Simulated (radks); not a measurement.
Values are calculated unless marked as measured or tabulated.
Xe23+, configuration [Ar] 3d10 4s2 4p1. Code: a radial shooting solver on a logarithmic mesh with Libxc functionals. Model: Dirac Kohn-Sham, PBEsol, spin-unpolarised, spherical densities, point nucleus; open shells fill j = l - 1/2 first.

Normalised radial functions P(r) = r R(r) (large component), r in bohr:

```
   r/bohr * 3d5/2, o 4s1/2, + 4d3/2 (the largest magnitude, 1.95, reaches the edge; | marks zero, & curves that meet)
 0.001936                             & o
 0.002797                             &  o
 0.004042                             &  o
 0.005839                             &   o
 0.008505                             &    o
  0.01229                             &    o
  0.01775                             &    o
  0.02565                             |& o
  0.03706                            o|+*
  0.05355                       o     |  + *
  0.07737                    o        |    +   *
   0.1118                         o   |        +      *
   0.1615                             |     o     +           *
   0.2334                             |        +   o             *
   0.3399                           + | o                  *
   0.4911            o+               |          *
   0.7096          &                  |  *
    1.025                    +o       *
    1.481                           +o*
     2.14                             &
```

3d5/2: eigenvalue -1315.3 eV, 0 radial nodes, <r> = 0.275 bohr, 90 % of the charge inside 0.430 bohr. 4s1/2: eigenvalue -771.94 eV, 3 radial nodes at r = 0.0331, 0.131, 0.354 bohr, <r> = 0.635 bohr, 90 % of the charge inside 0.899 bohr. 4d3/2 (empty): eigenvalue -616.90 eV, 1 radial node at r = 0.324 bohr, <r> = 0.664 bohr, 90 % of the charge inside 0.966 bohr.
